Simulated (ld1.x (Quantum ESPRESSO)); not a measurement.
rhodium, TM: configuration errors across variants

| Quantity | Value |
| --- | --- |
| Element | rhodium (Rh) |
| Generator | ld1.x (Quantum ESPRESSO) 7.5 |
| Type | norm-conserving Troullier–Martins (Kleinman–Bylander form) |
| Functional | PBEsol |
| Relativity | fully relativistic |
| Frozen core | [Kr] |
| Valence charge | 9 |
| Reference configuration | 4d8 5s0 5p0 (charge +1) |
| Partial waves | 5s (bound, empty): rc 2.50 bohr; 5p (bound, empty): rc 3.05 bohr; 4d (bound): rc 1.80 bohr |
| Local potential | all-electron potential smoothed inside 1.50 bohr (lloc = -1) |
| Core correction | none |

Open shells are filled in proportion to 2j + 1 (rel_dist='average').

All-electron excitation energies from the reference (eV): (1) 4d8 5s1 5p0 -7.463; (2) 4d7 5s0 5p0 19.510; (3) 4d6 5s0 5p0 51.999; (4) 4d8 5s0 5p1 -3.802; (5) 4d7 5s1 5p1 -0.819; (6) 4d8.5 5s0.5 5p0 -8.093; (7) 4d7 5s1 5p0 3.680.

Tests that are not counted but printed errors over 1 eV. “all radii scaled by about 1.13 (s 2.84, p 3.46, d 2.04 bohr); local potential all-electron potential smoothed inside 1.70 bohr (lloc = -1)”: 4d7 5s1 5p1 (an occupied level unbound or not found, printed error -1.1 eV).

A true bound ghost makes a file unfit for plane-wave use even where its test errors are small: the radial tests pick states by their node count and pass the ghost by. Where a test does run into it, the solver fails or the error is huge.

Errors AE − PS in meV (a dash: test not solved or not reliable):

| change | (1) | (2) | (3) | (4) | (5) | (6) | (7) | bound ghosts |
| --- | --- | --- | --- | --- | --- | --- | --- | --- |
| base | +5.4 | -26 | -171 | +2.6 | -94 | +11 | -69 | s, p3/2, p1/2 |
| all radii scaled by about 0.76 (s 1.90, p 2.32, d 1.38 bohr); local potential all-electron potential smoothed inside 1.14 bohr (lloc = -1) | +12 | -24 | -164 | +4.4 | -49 | +12 | -30 | s, p1/2, p3/2 |
| all radii scaled by about 0.85 (s 2.12, p 2.58, d 1.52 bohr); local potential all-electron potential smoothed inside 1.28 bohr (lloc = -1) | +7.3 | -25 | -167 | +3.5 | -79 | +11 | -55 | s, p3/2, p1/2 |
| all radii scaled by about 0.91 (s 2.28, p 2.78, d 1.64 bohr); local potential all-electron potential smoothed inside 1.38 bohr (lloc = -1) | +5.6 | -26 | -169 | +3.0 | -91 | +11 | -66 | s, p3/2, p1/2 |
| all radii scaled by about 1.13 (s 2.84, p 3.46, d 2.04 bohr); local potential all-electron potential smoothed inside 1.70 bohr (lloc = -1) | +7.5 | -28 | -172 | – | – | +8.8 | -55 | s, p3/2 |
| all radii scaled by about 1.20 (s 3.00, p 3.66, d 2.16 bohr); local potential all-electron potential smoothed inside 1.80 bohr (lloc = -1) | +8.3 | -29 | -172 | +5.3 | -58 | +6.6 | -45 | s |
| all radii scaled by about 1.27 (s 3.18, p 3.88, d 2.30 bohr); local potential all-electron potential smoothed inside 1.92 bohr (lloc = -1) | +9.0 | -29 | -155 | +4.8 | -29 | +1.6 | -21 | s |

(1) Give the same row for: all radii scaled by about 1.37 (s 3.42, p 4.16, d 2.46 bohr); local potential all-electron potential smoothed inside 2.04 bohr (lloc = -1).

Results:

(1) +2.3, -29, -143, +3.9, -17, -23, –; bound ghosts: s. Not counted: 4d7 5s1 5p0 (solver errors, printed error -3.7 eV).
